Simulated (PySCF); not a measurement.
A side-by-side comparison of computed properties.

First species: C7H15NO.
Bonds: C1–C2, C2–C3, C2–C4, C4–C5, C4–C6, C4–N7, N7–C8, C8–O9 (double). Hydrogens: H10, H11, H12 on C1; H13 on C2; H14, H15, H16 on C3; H17, H18, H19 on C5; H20, H21, H22 on C6; H23 on N7; H24 on C8.

Second species: Acetyl fluoride, C₂H₃FO.
SMILES: `CC(=O)F`

Levels: B3LYP/def2-SVPD for dipole moment, HOMO energy, LUMO energy, HOMO–LUMO gap, static isotropic polarisability and electronic spatial extent ⟨r²⟩ about the centre of nuclear charge; TDDFT B3LYP/def2-SVPD for lowest singlet excitation; PBE0-D3(BJ)/def2-SVP for rotational constant A and rotational constant C. Geometries: PBE0-D3(BJ)/def2-SVP. All species are isolated and taken at one optimised geometry, non-relativistic unless stated; the electronic structure was computed with PySCF and density fitting.

The conformers computed, where there is a choice (atom-mapped SMILES and torsion angles):
- `[CH3:1][CH:2]([CH3:3])[C:4]([CH3:5])([CH3:6])[NH:7][CH:8]=[O:9]`: C1–C2–C4–C5 -55°, C2–C4–N7–C8 -177°, C4–N7–C8–O9 3°

(1) Which of the two has the higher ⟨r²⟩, and by how much?

(2) Which has the higher LUMO energy?

(3) Which of the two has the higher HOMO energy, and by how much?

(4) Which of the two has the higher S1 energy, and by how much?

(5) Which of the two has the higher HOMO–LUMO gap, and by how much?

(6) Which of the two has the higher rotational constant A, and by how much?

(7) Which has the higher dipole moment?

(8) Which has the higher static isotropic polarisability?

Results:

(1) The first: 1372 bohr² against 243 bohr², a difference of 1129 bohr².

(2) The first: 0.03 eV against -0.90 eV, a difference of 0.93 eV.

(3) The first: -7.10 eV against -8.86 eV, a difference of 1.76 eV.

(4) The second: 6.00 eV against 5.58 eV, a difference of 0.42 eV.

(5) The second: 7.96 eV against 7.13 eV, a difference of 0.83 eV.

(6) The second: 11.125 GHz against 2.740 GHz, a difference of 8.385 GHz.

(7) The first: 3.97 D against 3.00 D, a difference of 0.97 D.

(8) The first: 97.6 au against 29.7 au, a difference of 67.9 au.

On the first: The dipole matches unit charges of opposite sign 0.83 Å apart (1 e·Å = 4.8032 D).

On the second: The polarisability is 4.40 Å³ as a volume (1 au = 0.148185 Å³), or 0.93 au for each of the 32 electrons. The 6 singlets span 6.00 to 9.74 eV, and their oscillator strengths add up to 0.22.
